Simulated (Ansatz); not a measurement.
Two members of one family (Series ZrCl3X), computed with Ansatz in the gas phase; def2 core potentials for Zr, no spin–orbit coupling. The two geometries come from different levels. Binding counts from free atoms in the multiplicity of their measured ground term, without zero-point energy. Names give formal oxidation states. A dash marks a value that wasn't run or was left out as unsound. The structures are stationary points that may keep the symmetry of their start.

First: ZrHCl3 (singlet, charge 0, r2SCAN-D4/def2-SVP geometry).

```xyz
5

Zr    0.002    0.008   -0.001
H    -0.485   -1.733    0.288
Cl   -1.779    0.939   -1.179
Cl    1.973   -0.122   -1.236
Cl    0.288    0.908    2.128
```

```tsv
level	HOMO (eV)	LUMO (eV)	gap (eV)	binding per atom (eV)
LDA (SPW92)/def2-TZVP	-7.84	-3.83	4.02	4.22
PBE-D4/def2-SVP	-7.73	-3.48	4.25	–
PBE-D4/def2-TZVPD	-7.80	-3.61	4.18	–
r2SCAN-D4/def2-TZVP	-8.19	-3.46	4.74	–
PBE0-D4/def2-SVP	-9.22	-2.70	6.52	3.78
```

Metal–donor distances: 1 × H 1.83 Å, 3 × Cl 2.33 Å.

Second: Zr(OH)Cl3 (singlet, charge 0, PBE-D4/def2-SVP geometry).

Cartesian coordinates in Å:
```
Zr 0.189 -0.142 0.333
O -0.686 0.517 -1.210
H -1.134 0.853 -2.000
Cl 2.225 -1.132 -0.304
Cl -1.188 -1.742 1.373
Cl 0.595 1.646 1.808
```

Problem. Estimate how these quantities change from the first to the second (second minus first).

Solution. 
| level | Δ HOMO (eV) | Δ LUMO (eV) | Δ gap (eV) | Δ binding per atom (eV) |
| --- | --- | --- | --- | --- |
| LDA (SPW92)/def2-TZVP | -0.24 | 0.75 | 0.98 | 0.69 |
| PBE-D4/def2-SVP | -0.06 | 0.82 | 0.88 | – |
| PBE-D4/def2-TZVPD | -0.16 | 0.68 | 0.84 | – |
| r2SCAN-D4/def2-TZVP | -0.12 | 0.70 | 0.83 | – |
| PBE0-D4/def2-SVP | -0.02 | 0.75 | 0.77 | 0.54 |

Metal–donor distances: 1 × O 1.89 Å, 3 × Cl 2.35 Å.
